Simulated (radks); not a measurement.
Results of a calculation; reference values are marked as such.
The mean radii <r> (bohr) of the occupied orbitals of an atom or ion are listed with their occupations. Level of theory: scalar-relativistic Kohn-Sham, SCAN, spin-unpolarised, spherical densities, finite nucleus; meta-GGA in the generalised Kohn-Sham scheme; Fermi nuclear charge, rms radius of each element as measured or else 0.836 A^(1/3) + 0.57 fm (a radial shooting solver on a logarithmic mesh with Libxc functionals).

orbital  occ.      <r>
1s          2  0.03917
2s          2   0.1723
2p          6   0.1504
3s          2   0.4908
3p          6   0.4977
3d         10   0.4982
4s          2    1.359
4p          6    1.557
5s          1    4.000

Name the element and its charge.

Answer. Z = 38, strontium, charge +1: Sr+ in [Kr] 5s1. The 1s radius gives Z: for a bare nucleus <r> = (2 gamma + 1)/(2Z) with gamma = sqrt(1 - (Z/c)^2), 0.03844 bohr for Z = 38, and screening makes it slightly larger (0.03917 here). The occupations add up to 37, and the charge is Z minus that.
